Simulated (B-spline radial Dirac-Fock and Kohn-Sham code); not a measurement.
**The K (1s) hole of arsenic ions: width and yield against charge**

Calculated with a radial finite-basis atomic code, using a relativistic independent-particle model: LDA orbitals of the hole state, radiative multipoles to third order, Auger rates from the Coulomb interaction with a continuum orbital, Dirac-Fock energies. Tabulated ground configurations, configuration averages; single configurations, so decays that open only by mixing (as 1s 2s² with 1s 2p² in Be-like ions) are missing and such tiny yields are far too low.

```
 ion      configuration  radiative (eV)  non-radiative (eV)  yield
  As  [Ar] 3d10 4s2 4p3            1.17               0.881  0.571
 As⁺  [Ar] 3d10 4s2 4p2            1.17               0.880  0.571
As²⁺  [Ar] 3d10 4s2 4p1            1.17               0.879  0.571
As³⁺      [Ar] 3d10 4s2            1.17               0.877  0.571
As⁴⁺      [Ar] 3d10 4s1            1.17               0.875  0.571
As⁵⁺          [Ar] 3d10            1.17               0.873  0.572
As⁶⁺           [Ar] 3d9            1.17               0.878  0.572
As⁷⁺           [Ar] 3d8            1.18               0.884  0.571
```
